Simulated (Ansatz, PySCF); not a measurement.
Molecule: CF2I, charge 0, multiplicity 2. It need not be the lowest isomer of its formula. 
Geometry from a B3LYP-D3(BJ)/def2-TZVP (Ansatz, a program for electronic structure) optimisation:
```xyz
4

C     -1.3480     0.0398    -0.0610
F     -1.9141    -0.3241     1.0767
F     -1.8289    -0.6957    -1.0484
I      0.7882     0.1687     0.0021
```
Charge 0, spin multiplicity 2.

Total electronic energies in hartree. Valence correlation only, unless marked. Open shells are spin-unrestricted. No spin-orbit coupling. Frozen are the shells of the preceding noble gas and the d and f shells that filled before the atom's block. In def2 rows, elements after Kr have scalar-relativistic effective core potentials. STO-3G rows are all-electron and non-relativistic. CBS marks a two-point X^-3 extrapolation of the correlation energy; Hartree-Fock from the larger set. [CCSD(T)-MP2]/basis is that difference in the basis named.

```json
[
 {"level": "HF/STO-3G", "program": "Ansatz", "energy (Eh)": "-7084.12915"},
 {"level": "HF-D3(BJ)/def2-TZVPD", "program": "PySCF + dftd3", "energy (Eh)": "-533.46691"},
 {"level": "r2SCAN-D3(BJ)/def2-TZVPD", "program": "Ansatz + dftd3", "energy (Eh)": "-535.55377"},
 {"level": "r2SCAN-D4/def2-TZVPD", "program": "Ansatz + dftd4", "energy (Eh)": "-535.55376"},
 {"level": "B3LYP/def2-TZVPD", "program": "Ansatz", "energy (Eh)": "-535.62870"},
 {"level": "PBE0/def2-TZVP", "program": "Ansatz", "energy (Eh)": "-535.31321"},
 {"level": "PBE0/def2-TZVPD", "program": "Ansatz", "energy (Eh)": "-535.31477"},
 {"level": "PBE0/def2-QZVPP", "program": "Ansatz", "energy (Eh)": "-535.32652"},
 {"level": "B2PLYP/def2-TZVPD", "program": "Ansatz", "energy (Eh)": "(withheld)"},
 {"level": "RI-MP2/def2-TZVPPD", "program": "Ansatz", "energy (Eh)": "-534.21617"},
 {"level": "RI-MP2/CBS(def2-TZVPPD,def2-QZVPPD)", "program": "Ansatz", "energy (Eh)": "-534.3521"},
 {"level": "SCS-MP2/STO-3G", "program": "Ansatz", "energy (Eh)": "-7084.21639"},
 {"level": "CCSD/def2-SVP", "program": "Ansatz", "energy (Eh)": "-533.72584"},
 {"level": "RI-MP2/CBS(def2-TZVPPD,def2-QZVPPD)+[CCSD(T)-MP2]/def2-SVPD", "program": "Ansatz", "energy (Eh)": "-534.3902"},
 {"level": "RI-MP2/CBS(def2-TZVPP,def2-QZVPP)+[CCSD(T)-MP2]/def2-TZVPP", "program": "Ansatz", "energy (Eh)": "-534.4016"}
]
```

Question: Some entries are withheld; supply them.

Answer: 
- B2PLYP/def2-TZVPD, energy (Eh): -535.12243
